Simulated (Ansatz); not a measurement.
C2H4BSi, SMILES `C#C[B-][SiH3]` (lower triplet) (charge -1, multiplicity 3). This triplet lies 0.24 eV below the relaxed singlet at the level B3LYP/aug-cc-pVTZ // PBE0-D3(BJ)/def2-TZVPD (Ansatz, a program for electronic structure).

Calculation: Ansatz with LC-ωPBE/aug-cc-pVTZ // PBE0-D3(BJ)/def2-TZVPD.

Ansatz 0.2 input:
```yaml
crystal:
  periodic: [false, false, false]
  atoms:
    - { symbol: C, position_ang: [2.695142, 1.042315, -0.572498] }
    - { symbol: C, position_ang: [1.536065, 0.602617, -0.454528] }
    - { symbol: B, position_ang: [0.198868, 0.098289, -0.316123] }
    - { symbol: Si, position_ang: [-1.563157, -0.603243, -0.152002] }
    - { symbol: H, position_ang: [3.687238, 1.41002, -0.675592] }
    - { symbol: H, position_ang: [-2.425004, -0.55285, -1.395518] }
    - { symbol: H, position_ang: [-2.456524, 0.063526, 0.871754] }
    - { symbol: H, position_ang: [-1.672637, -2.060679, 0.242813] }
basis:
  gaussian: { orbitals: aug-cc-pVTZ }
hamiltonian:
  xc: lc_wpbe
total_charge: -1
magnetization:
  spin_polarized: true
  initial_magnetization: 2
```

Output:

```
Functional definition: LC-wPBE
1219 factors; their error is unknown
684 factors; integrals over basis functions are off by at most 3.8e-5 eV
mean field evaluation 1: about -10683.6690 eV, gradient 2.0e1 eV
mean field evaluation 2: about -10684.9794 eV, gradient 1.6e1 eV
mean field evaluation 4: about -10686.4375 eV, gradient 1.3e0 eV
mean field evaluation 8: about -10686.4757 eV, gradient 8.5e-2 eV
mean field evaluation 16: about -10686.4520 eV, gradient 2.2e-3 eV
mean field -10686.45203741 eV, -392.7198688376 hartree, gradient 7.8e-5 eV, S^2 2.076166; 0 other end points of the search recorded, 0 dependent functions left out
reference -10686.45203743 eV, -392.7198688382 hartree; 19, 17 occupied and 261, 263 virtual orbitals, 1219 factors
Total energy: -10686.45203743 eV, -392.7198688382 hartree
```
